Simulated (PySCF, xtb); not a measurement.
CH10ClNSi3, SMILES [SiH2]([Si@](N)(C)Cl)[SiH3].

xtb with GFN2-xTB at its own geometry gives an orbital gap of 3.83 eV and a dipole moment of 2.45 D.

Geometry optimised at B3LYP-D3(BJ)/def2-SVP. The structure was generated by enumeration; whether it is a known compound was not checked. The values are those of a single conformer.

**Question.** What does PBE/def2-TZVP (PySCF) give? (The exact figures need the calculation; the answer reports its results.)

**Answer.** gap 5.45 eV (levels -6.43 and -0.98 eV), dipole 1.80 D.
